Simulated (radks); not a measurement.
The numbers below are computed, except where a source is named.
Question: The mean radii <r> (bohr) of the occupied orbitals of an atom or ion are listed with their occupations. Level of theory: Dirac Kohn-Sham, LDA (Slater exchange, Perdew-Wang correlation), spin-unpolarised, spherical densities, point nucleus (a radial shooting solver on a logarithmic mesh with Libxc functionals).

| orbital | occ. | <r> |
|---|---|---|
| 1s1/2 | 1 | 0.7951 |

Name the element and its charge. Open shells, if any, fill j = l - 1/2 first.

Answer: Z = 2, helium, charge +1: He+ in 1s1. The 1s radius gives Z: for a bare nucleus <r> = (2 gamma + 1)/(2Z) with gamma = sqrt(1 - (Z/c)^2), 0.7499 bohr for Z = 2, and the self-interaction of the functional makes it slightly larger (0.7951 here). The occupations add up to 1, and the charge is Z minus that.
